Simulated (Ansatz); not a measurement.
Process, species as SMILES: P#N (N-P) → N atom + P atom
B3LYP-D3(BJ)/def2-TZVP geometries, fixed; electronic energies without zero-point terms.

Energies in hartree at B3LYP with Ansatz (a quantum-chemistry and plane-wave program); the atomisation energy is their sum with the coefficients shown, times 627.509 kcal/mol a hartree. All functions are spherical. The program fits the integrals of some runs and decomposes those of others, by size. Open shells are unrestricted. No added dispersion term, no relativity.

```csv
species,coefficient,part,aug-cc-pV(D+d)Z,aug-cc-pV(T+d)Z,aug-cc-pV(Q+d)Z
N#P (N-P),-1,B3LYP,-396.09671,-396.12113,-396.12801
N atom,+1,B3LYP,-54.59384,-54.60289,-54.60573
P atom,+1,B3LYP,-341.27839,-341.28626,-341.28880
```

Problem. Predict the atomisation energy in aug-cc-pV(5+d)Z (X = 5): let each B3LYP step shrink by the ratio of the last two. Compare with the run.

Solution. 
- N#P (N-P): steps -0.02442 and -0.00688, ratio 0.282, so B3LYP -396.12995 (run: -396.13203).
- N atom: steps -0.00905 and -0.00284, ratio 0.314, so B3LYP -54.60662 (run: -54.60677).
- P atom: steps -0.00787 and -0.00254, ratio 0.323, so B3LYP -341.28962 (run: -341.29182).
Predicted 146.66 kcal/mol; the run in aug-cc-pV(5+d)Z gives 146.49, a miss of 0.17. Keeping the value in aug-cc-pV(Q+d)Z, 146.51, would miss by 0.03. All sums are of the energies as printed.
